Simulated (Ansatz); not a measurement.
Input file for Ansatz (a quantum-chemistry and plane-wave program): R-CCSD(T)/aug-cc-pVTZ on CH3F3 (a complex).

Ansatz 0.2 input:
```yaml
crystal:
  periodic: [false, false, false]
  atoms:
    - {symbol: F, position_ang: [-0.12660359, 0.09559028, -0.06366124]}
    - {symbol: H, position_ang: [0.19281855, 0.62387333, 0.63389235]}
    - {symbol: F, position_ang: [0.75635816, 0.88914306, 2.35940335]}
    - {symbol: C, position_ang: [0.38930304, -0.19003344, 3.14361875]}
    - {symbol: F, position_ang: [-0.71327627, 0.16048036, 3.84364928]}
    - {symbol: H, position_ang: [1.20943077, -0.38860490, 3.83260488]}
    - {symbol: H, position_ang: [0.15119168, -1.02064379, 2.47995361]}
basis:
  gaussian:
    orbitals: aug-cc-pVTZ
magnetization: {spin_polarized: false}
correlation: {method: ccsd_t, electrons: outside_noble_gas}
scf: {lower_state_search: off}
```

### Question
What total energy does the run end on?

### Answer
-339.0777 hartree (reference determinant -338.0631, T1 diagnostic 0.012).

### Question
How many basis functions does it have, and what does it roughly cost on one machine?

### Answer
253 functions; around 8 core-minutes (rough).
